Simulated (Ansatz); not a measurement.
Total energies of `Cc1cc(-c2sc(-c3sc(C(F)(F)F)cc3C)cc2C)sc1-c1cc(C)c(-c2cc(C)c(-c3cc(C)c(C(F)(F)F)s3)s2)s1` from Ansatz at PBE-D4/def2-SVP, gas phase (1 Eh = 27.2114 eV = 2625.5 kJ/mol). The reference geometry is relaxed at PBE-D4/def2-SVP.

```
                state   geometry  energy (Eh)
     charge 0 singlet  reference  -4217.02706
     charge 1 doublet  reference  -4216.81070
    charge -1 doublet  reference  -4217.08890
free C atom (triplet)          –    -37.75124
free S atom (triplet)          –   -397.80063
free F atom (doublet)          –    -99.53976
free H atom (doublet)          –     -0.49863
```

Single mean-field runs in def2-SVP are fitted with def2-universal-jkfit.

Task: Work out the vertical ionisation energy to the doublet.

Result: E(charge 1 doublet) − E(charge 0 singlet) = -4216.81070 − (-4217.02706) = 0.21636 Eh = 5.89 eV. For comparison, −ε of the highest occupied level is 4.50 eV at this level, 1.39 eV less.

Task: Work out the vertical electron affinity, to the doublet.

Result: E(charge 0 singlet) − E(charge -1 doublet) = -4217.02706 − (-4217.08890) = 0.06184 Eh = 1.68 eV. The basis lacks diffuse functions, which makes affinities too small.

Task: Give the fundamental gap IE − EA, the Mulliken electronegativity (IE + EA)/2 and the hardness (IE − EA)/2.

Result: From the values in Eh: IE − EA = 0.21636 − 0.06184 = 0.15452 Eh = 4.20 eV; (IE + EA)/2 = 3.79 eV; (IE − EA)/2 = 2.10 eV. The HOMO–LUMO gap of the same run is 1.56 eV, 2.64 eV smaller than the fundamental gap.

Task: What is the binding energy per atom against free atoms?

Result: Atoms: 32 × (-37.75124) + 6 × (-397.80063) + 6 × (-99.53976) + 24 × (-0.49863) = -4204.04914 Eh. Binding: -4204.04914 − (-4217.02706) = 12.97792 Eh = 353.15 eV, or 5.19 eV for each of 68 atoms (no zero-point energy, no counterpoise term).
